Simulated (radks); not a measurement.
Valence configurations of In+ (all share [Kr]). Method: Dirac Kohn-Sham, LDA (Slater exchange, Perdew-Wang correlation), spin-unpolarised, spherical densities, finite nucleus; open shells are shared between the two j in proportion to 2j + 1; Fermi nuclear charge, rms radius 4.6156 fm; computed with a radial shooting solver on a logarithmic mesh with Libxc functionals. Energies are relative to 4d10 5s2; eigenvalues in eV.

valence           E (eV)  e(4d3/2)  e(4d5/2)  e(5p1/2)  e(5p3/2)  e(5s1/2)
4d10 5s2           0.000   -26.774   -25.905         -         -   -15.300
4d10 5s1.5 5p0.5   3.318   -27.557   -26.686    -9.435    -8.971   -15.805
4d9.5 5s2 5p0.5    9.288   -29.735   -28.840    -9.919    -9.417   -16.540
4d10 5s0.5 5p1.5  10.092   -29.055   -28.179   -10.206    -9.713   -16.747
4d9.5 5s1.5 5p1   12.789   -30.479   -29.581   -10.302    -9.785   -17.007
4d9 5s2 5p1       19.622   -32.680   -31.758   -10.766   -10.211   -17.718
4d9 5s1.5 5p1.5   23.307   -33.388   -32.464   -11.118   -10.549   -18.153
4d9 5s0.5 5p2.5   30.813   -34.749   -33.821   -11.780   -11.181   -18.977
4d8.5 5s2 5p1.5   31.024   -35.613   -34.665   -11.569   -10.961   -18.847
4d7 5s1.5 5p3.5   76.132   -44.982   -43.953   -14.104   -13.318   -22.369

NIST lists [Kr] 4d10 5s2 as the ground configuration; this level of theory agrees among the configurations tried. The energies are those of spherical spin-averaged densities, not of single terms.
